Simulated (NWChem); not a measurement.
# hydrogen telluride (H₂Te); SMILES [TeH2]

All runs: NWChem. def2 effective core potentials on Te; no spin-orbit coupling. Each level has its own optimisation; frequencies are unscaled.

**Question.** Order these by “lowest (cm⁻¹)”, lowest first: BLYP/def2-SVP; CAM-B3LYP/def2-SVP; PBE0/def2-SVP.

**Answer.** BLYP/def2-SVP (864), PBE0/def2-SVP (901), CAM-B3LYP/def2-SVP (915)
